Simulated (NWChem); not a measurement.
System: Si$_{2}$H$_{3}$OF$_{3}$; SMILES F[SiH2]O[SiH](F)F

Input file for NWChem:

```
start job
memory heap 200 mb stack 700 mb global 900 mb
geometry units angstroms noautosym nocenter noautoz
  Si     0.262664    -1.741557    -0.489295
  F     -0.760107    -2.545870     0.454167
  O      0.538660    -0.255237     0.169891
  Si    -0.043730     1.239939     0.442491
  F      0.850642     2.301112    -0.347359
  F     -1.527906     1.343039    -0.144050
  H      1.549876    -2.464866    -0.513001
  H     -0.353795    -1.596368    -1.825858
  H     -0.037538     1.559498     1.873465
end
basis spherical
  * library 6-31g*
end
dft
  xc hfexch
  iterations 150
end
property
  shielding
end
task dft property
```

Geometry: optimised at B3LYP/6-31G* (spherical d).

GIAO values for the isolated, static molecule; σ is the absolute isotropic shielding, δ = σ(reference) − σ with the isolated reference molecule computed at the same levels (19F: trichlorofluoromethane, 1H: tetramethylsilane, 29Si: tetramethylsilane).

Atoms are numbered as in the input.

**Question.** Predict the main results of this run. (Hartree-Fock/6-31G* (spherical d), GIAO.) Quantities: δ Si1 (ppm); δ F2 (ppm); δ Si4 (ppm); δ F6 (ppm); δ H7 (ppm); δ H8 (ppm); δ H9 (ppm).

**Answer.** The δ Si1 (ppm) is -28.2, the δ F2 (ppm) is -112.8 and the δ Si4 (ppm) comes out as -64.3. The δ F6 (ppm) comes out as -100.8 and the δ H7 (ppm) is 5.06. The δ H8 (ppm) is 5.22 and the δ H9 (ppm) is 4.83.
